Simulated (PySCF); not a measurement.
One formula, C3H11PSi2, several structures.

PySCF, CAM-B3LYP/def2-SVPD, density fitting, gas phase; each molecule at its own PBE0-D3(BJ)/def2-SVP geometry, one conformer. Singlet excitations by full TDDFT with frozen cores, triplets by Tamm–Dancoff TDDFT and ionisation energies by ΔSCF, from the lowest of the holes tried. 

Torsions of the conformers computed, which needn't be the lowest (atom-mapped SMILES):
- `[CH3:1][Si:2]1([PH2:3])[CH2:4][SiH2:5][CH2:6]1`: H–P3–Si2–C1 171°, H–P3–Si2–C1 77°
- `[CH3:1][Si@H:2]1[CH2:3][Si@H:4]([PH2:5])[CH2:6]1`: H–P5–Si4–C3 176°, H–P5–Si4–C3 82°
- `[CH3:1][C@@H:2]1[SiH2:3][CH2:4][Si@H:5]1[PH2:6]`: H–P6–Si5–C4 -178°, H–P6–Si5–C4 -84°
- `[CH2:1]=[CH:2][CH2:3][SiH2:4][SiH2:5][PH2:6]`: C1–C2–C3–Si4 103°, C2–C3–Si4–Si5 -59°, C3–Si4–Si5–P6 -46°, H–P6–Si5–Si4 -166°, H–P6–Si5–Si4 -72°
- `[CH3:1][SiH2:2]/[CH:3]=[CH:4]/[SiH2:5][PH2:6]`: C1–Si2–C3–C4 121°, C3–C4–Si5–P6 9°, H–P6–Si5–C4 177°, H–P6–Si5–C4 83°
- `[CH3:1][Si@H:2]1[CH2:3][Si@@H:4]([PH2:5])[CH2:6]1`: H–P5–Si4–C3 180°, H–P5–Si4–C3 -85°
- `[CH3:1][SiH2:2]/[CH:3]=[CH:4]\[SiH2:5][PH2:6]`: C1–Si2–C3–C4 -106°, C3–C4–Si5–P6 61°, H–P6–Si5–C4 165°, H–P6–Si5–C4 71°
- `[CH2:1]=[C:2]([CH3:3])[SiH2:4][SiH2:5][PH2:6]`: C1–C2–Si4–Si5 106°, C2–Si4–Si5–P6 3°, H–P6–Si5–Si4 -158°, H–P6–Si5–Si4 -63°
- `[CH2:1]=[C:2]([CH3:3])[SiH2:4][PH:5][SiH3:6]`: C1–C2–Si4–P5 118°, C2–Si4–P5–Si6 -58°
- `[CH3:1][C@@H:2]1[SiH2:3][CH2:4][Si@@H:5]1[PH2:6]`: H–P6–Si5–C4 57°, H–P6–Si5–C4 -37°

Reference: `C[Si]1(P)C[SiH2]C1`, with HOMO energy -8.22 eV, LUMO energy 0.88 eV, lowest singlet excitation 6.23 eV, lowest triplet excitation 5.48 eV, mean polarisability 114.7 au, dipole moment 1.00 D and vertical ionisation energy 8.88 eV.

Changes against it:

| molecule | Δ electronic energy (kcal/mol) | Δ HOMO energy (eV) | Δ LUMO energy (eV) | Δ lowest singlet excitation (eV) | Δ lowest triplet excitation (eV) | Δ mean polarisability (au) | Δ dipole moment (D) | Δ vertical ionisation energy (eV) |
| --- | --- | --- | --- | --- | --- | --- | --- | --- |
| C[SiH2]/C=C/[SiH2]P | +23.2 | -0.53 | -0.72 | -0.45 | -1.45 | +7.2 | -0.06 | +0.67 |
| C[Si@H]1C[Si@@H](P)C1 | +0.3 | -0.35 | +0.15 | +0.18 | +0.16 | -0.9 | -0.57 | +0.38 |
| C[SiH2]/C=C\[SiH2]P | +25.5 | -0.40 | -0.94 | -0.57 | -1.62 | +4.6 | -0.11 | +0.45 |
| C=C(C)[SiH2][SiH2]P | +29.3 | -0.42 | -0.34 | -0.02 | -1.37 | +8.5 | -0.49 | +0.37 |
| C=C(C)[SiH2]P[SiH3] | +23.5 | -0.19 | -0.30 | -0.15 | -1.35 | +5.8 | -0.14 | +0.17 |
| C[C@@H]1[SiH2]C[Si@@H]1P | +12.2 | -0.21 | -0.03 | +0.02 | +0.18 | -0.5 | +0.05 | +0.24 |

Rows whose labels were lost:

```tsv
row	Δ electronic energy (kcal/mol)	Δ HOMO energy (eV)	Δ LUMO energy (eV)	Δ lowest singlet excitation (eV)	Δ lowest triplet excitation (eV)	Δ mean polarisability (au)	Δ dipole moment (D)	Δ vertical ionisation energy (eV)
P	+11.8	-0.25	-0.09	-0.18	+0.09	+2.0	-0.71	+0.21
Q	+0.3	-0.26	+0.13	+0.12	+0.10	+0.7	+0.32	+0.25
R	+29.1	-0.25	-0.15	+0.06	-1.29	+7.2	-0.52	+0.26
```

**Question.** Which row belongs to which of `C[Si@H]1C[Si@H](P)C1`, `C[C@@H]1[SiH2]C[Si@H]1P` and `C=CC[SiH2][SiH2]P`?

**Answer.** P = `C[C@@H]1[SiH2]C[Si@H]1P`, Q = `C[Si@H]1C[Si@H](P)C1` and R = `C=CC[SiH2][SiH2]P`. P and Q are told apart most clearly by the electronic energy (+11.8 against +0.3 kcal/mol); P and R are told apart most clearly by the electronic energy (+11.8 against +29.1 kcal/mol); Q and R are told apart most clearly by the electronic energy (+0.3 against +29.1 kcal/mol).

**Question.** Which row has the smallest HOMO–LUMO gap and which the largest, and does the HOMO or the LUMO shift more there?

**Answer.** Smallest, counted from the reference: `C[SiH2]/C=C\[SiH2]P`, -0.54 eV (HOMO -0.40, LUMO -0.94), the larger shift being that of the LUMO. Largest: `C[Si@H]1C[Si@@H](P)C1`, +0.50 eV (HOMO -0.35, LUMO +0.15), the larger shift being that of the HOMO.

**Question.** Fit a straight line for the change of the LUMO energy against that of the lowest singlet excitation over the labelled rows, and test it on P, Q and R.

**Answer.** Over the 6 labelled rows the slope is 1.38 eV/eV, the intercept -0.14 eV, r = 0.97 and the standard error 0.1 eV. P: predicted -0.38, computed -0.09 eV; Q: predicted +0.03, computed +0.13 eV; R: predicted -0.05, computed -0.15 eV. The mean miss is 0.16 eV, against 0.33 eV for guessing the labelled rows' mean: the line carries over to these rows.
